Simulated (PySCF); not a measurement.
**Orbital picture of BeF**

r²SCAN at R = 1.398 Å; Be aug-cc-pVDZ, F aug-cc-pVDZ; no relativity (PySCF 2.14). State: ²Σ⁺ (doublet), unpaired electrons σ ↑. Only the outer orbitals are listed, counted within each symmetry.

```
spin  orbital  occ.  ε (eV)  on Be (%)   main shells (%)
   α       3σ     1  -30.57          8            91 F s
   α       4σ     1  -11.59         13    83 F p, 9 Be s
   α       1π     1  -10.28          7            93 F p
   α       1π     1  -10.28          7            93 F p
   α       5σ     1   -5.74         96  69 Be s, 27 Be p
   α       2π     0   -1.35         99           94 Be p
   α       2π     0   -1.35         99           94 Be p
   α       6σ     0    0.50         97  75 Be p, 18 Be s
   β       3σ     1  -30.56          9            90 F s
   β       4σ     1  -11.53         12    84 F p, 8 Be s
   β       1π     1  -10.29          6            94 F p
   β       1π     1  -10.29          6            94 F p
   β       5σ     0   -2.74         95  76 Be s, 18 Be p
   β       2π     0   -0.17        101           98 Be p
   β       2π     0   -0.17        101           98 Be p
```

Which are the highest filled and the lowest empty level, where do they sit, and how wide is the gap?

Highest filled α 5σ at -5.74 eV (in %: 69 Be s, 27 Be p); lowest empty β 5σ at -2.74 eV (in %: 76 Be s, 18 Be p); the gap at r²SCAN is 3.00 eV.

| Quantity | Value |
| --- | --- |
| bond order (Mayer) | 1.13 |
| ⟨S²⟩ | 0.752 |
| charge on Be (Mulliken, basis-dependent) | 0.38 |
| charge on Be (Löwdin, basis-dependent) | 0.50 |
| dipole moment (positive dipole means Be(−)F(+)) | -1.27 D |

Shares are Mulliken populations and can fall outside 0 to 100 %.

The state is the lowest determinant that a PBE0 search found; another state may lie lower at other levels.
